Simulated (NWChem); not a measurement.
Si2NH5ClF; SMILES N[Si@@H](Cl)[SiH2]F

```xyz
10

N     -1.9976    -0.5114    -0.2366
Si    -0.3964    -0.4377     0.3893
Cl     0.9134    -1.9526    -0.3008
Si     0.6591     1.5530    -0.2594
F     -0.1172     2.8411     0.3505
H     -2.6493    -1.2013     0.1206
H     -2.1855    -0.3051    -1.2108
H     -0.5031    -0.6557     1.8517
H      2.0607     1.5685     0.2357
H      0.6551     1.6611    -1.7449
```
Atoms are numbered in this order, from 1.

Results from NWChem. Coordinates come from a B3LYP/6-31G* (spherical d) optimisation. Level: PBE0/def2-SVP with SMD (1 M gas to 1 M solution), gas-phase geometry. Reactions with the solvent are ignored.

Q: Estimate the computed values for solvent dimethyl sulfoxide. Quantities: solvation free energy (kcal/mol); cavity-dispersion-structure term (kcal/mol); dipole in solution (D).

A: 
```yaml
solvation free energy (kcal/mol): -4.1
cavity-dispersion-structure term (kcal/mol): 1.7
dipole in solution (D): 2.35
```
